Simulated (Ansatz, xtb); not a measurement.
System: sum formula SiHCl, net charge -1, doublet state. SMILES of the parent species: [SiH]Cl
Structure (B3LYP-D3(BJ)/def2-TZVP (Ansatz, a first-principles code) minimum search):
```
Si
H 1 1.5488
Cl 1 2.2791 2 93.42
```
Charge -1, spin multiplicity 2.

Harmonic wavenumbers from GFN2-xTB (xtb, at its own minimum), cm⁻¹: 138, 522, 1582.

**Question.** Give the harmonic wavenumbers at B3LYP-D3(BJ)/def2-TZVP (Ansatz, finite differences of forces, unscaled).

**Answer.** 342, 717, 1860 cm⁻¹. Zero-point energy 4.2 kcal/mol.

**Question.** From these and the geometry, give the ideal-gas thermochemistry at 298.15 K and 1 atm (rigid rotor, harmonic oscillator).

**Answer.** Point group Cs, rotational symmetry number 1. Rotational constants 218, 6.067, 5.903 GHz. S(trans) 38.41, S(rot) 21.25, S(vib) 1.49, S(elec, spin only) 1.38, S 62.5 cal/(mol K). H(298) - H(0) 2.67 kcal/mol; G - E(el) -11.8 kcal/mol.
